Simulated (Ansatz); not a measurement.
`C=C[CH2][GaH][Cl]` + `C[SeH]` → `C[Se][GaH][Cl]` + propene at 600 K and 1 bar (ligand exchange at a Ga–C bond).

Program: Ansatz. Geometries: PBE0-D4/def2-TZVP. ΔE: electronic, gas phase. CBS: MP2 limit from def2 TZ/QZ plus the TZ coupled-cluster correction, frozen cores. For Ga, Se outer-core shells are correlated without core-valence functions, which leaves a few kJ/mol of doubt a bond. Scalar relativity is left out up to krypton. Each species was taken in one conformer, which may not be the lowest.

```csv
species,CCSD(T)/CBS energy (Eh),H − E (kJ/mol),S (J/(mol·K))
`C=C[CH2][GaH][Cl]`,-2501.51881,268.6,468.4
`C[SeH]`,-2441.15625,149.5,312.9
`C[Se][GaH][Cl]`,-4824.97287,177.7,452.9
`C=CC`,-117.74610,248.6,323.1
```

H − E and S are ideal-gas, rigid-rotor, harmonic terms from PBE0-D4/def2-TZVP, for one conformer and one mirror image of each species. 1 Eh = 2625.50 kJ/mol, R = 8.31446 J/(mol·K).

Task: By hand: ΔE, ΔH, ΔS and ΔG.

Result: ΔE = (-4824.97287) + (-117.74610) − (-2501.51881) − (-2441.15625) = -0.04391 Eh = -115.3 kJ/mol. Δ(H − E) = 177.7 + 248.6 − 268.6 − 149.5 = 8.2, so ΔH = -107.1 kJ/mol. ΔS = 452.9 + 323.1 − 468.4 − 312.9 = -5.3 J/(mol·K). ΔG = -107.1 − 600 × (-5.3)/1000 = -103.9 kJ/mol.

Task: By hand: the equilibrium constant, and the temperature at which ΔG would vanish if ΔH and ΔS stayed fixed.

Result: log₁₀ K = −ΔG/(RT ln 10) = 9.0. ΔG = 0 at ΔH/ΔS = 20208 K, far beyond where these terms or the molecules hold.

The number of gas molecules stays the same, so ΔS is small and ΔH decides. A doubt of 5 kJ/mol in ΔE shifts log₁₀ K by 0.4 here. Other conformers and mirror images would add mixing entropy, several J/(mol·K) or more a flexible species. Modes under 60 cm⁻¹, often nearly free rotors, make the harmonic entropy too high. These are equilibria of isolated gas molecules and say nothing of rates. Largest T1 diagnostic: 0.012 (customary marks: 0.02 for closed shells, 0.045 for open ones).
